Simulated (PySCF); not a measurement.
Curvature of the energy in the electron number along the 4p block

Calculated with PySCF 2.14, in aug-cc-pVTZ-DK, spin-free X2C, aug-cc-pVTZ-PP with ECP10MDF, ECP: one orbital is emptied in steps, and each cell gives the departure of E from the straight line at half an electron, in eV (from a cubic fit). The exact functional gives zero.

| species | orbital | LDA | PBE | r2SCAN | PBE0 | BHandHLYP | LC-wPBE | wB97X | UHF |
| --- | --- | --- | --- | --- | --- | --- | --- | --- | --- |
| Ga | 4p alpha | -0.80 | -0.78 | -0.73 | -0.56 | -0.38 | 0.00 | -0.08 | 0.07 |
| Ge | 4p alpha | -0.92 | -0.88 | -0.83 | -0.63 | -0.41 | -0.01 | -0.09 | 0.11 |
| As | 4p alpha | -1.03 | -1.00 | -0.93 | -0.71 | -0.45 | -0.05 | -0.12 | 0.15 |
| Se | 4p beta | -1.03 | -0.99 | -0.89 | -0.69 | -0.44 | -0.02 | -0.19 | 0.20 |
| Br | 4p beta | -1.14 | -1.09 | -1.00 | -0.76 | -0.47 | -0.06 | -0.20 | 0.24 |
| Kr | 4p beta | -1.25 | -1.20 | -1.10 | -0.83 | -0.49 | -0.12 | -0.22 | 0.28 |

How does the mean departure depend on the functional?

LDA -1.03 eV; PBE -0.99 eV; r2SCAN -0.91 eV; PBE0 -0.70 eV; BHandHLYP -0.44 eV; LC-wPBE -0.04 eV; wB97X -0.15 eV; UHF 0.18 eV. Semilocal functionals are convex (delocalisation error), Hartree-Fock is concave or straight, and exact exchange removes curvature roughly in proportion to its share, so among the functionals the range-separated hybrids usually come closest to zero.

No spin-orbit coupling is included.
